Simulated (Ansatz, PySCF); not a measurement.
This triplet is an excited state, 0.38 eV above the relaxed singlet at the level PBE-D3(BJ)/def2-TZVP // PBE-D3(BJ)/def2-SVP (PySCF).

Species: [Ni(H2O)4(NH3)2]2+ (charge 2, multiplicity 3).

Give a relaxed geometry from PBE-D3(BJ)/def2-SVP in Ansatz (a quantum-chemistry and plane-wave program).

This is not unique; one that fits is the end point of this relaxation, one of several conformers.
Cartesian coordinates (Å) in one orientation:
```xyz
21

Ni     0.031     0.040    -0.194
O      0.110    -0.937     1.707
H      0.304    -1.834     2.044
H     -0.396    -0.475     2.406
O      1.725     1.035     0.560
H      2.505     1.420     0.111
H      2.061     0.654     1.397
O     -1.873    -0.829    -0.464
H     -2.398    -0.972    -1.277
H     -2.203    -1.488     0.179
O     -1.009     1.441     1.040
H     -1.971     1.614     0.992
H     -0.591     2.276     1.334
N      1.073    -1.497    -1.126
H      1.440    -1.276    -2.066
H      0.494    -2.342    -1.260
H      1.898    -1.813    -0.591
N     -0.146     1.265    -1.869
H     -0.549     0.828    -2.713
H      0.738     1.692    -2.192
H     -0.763     2.066    -1.659
```
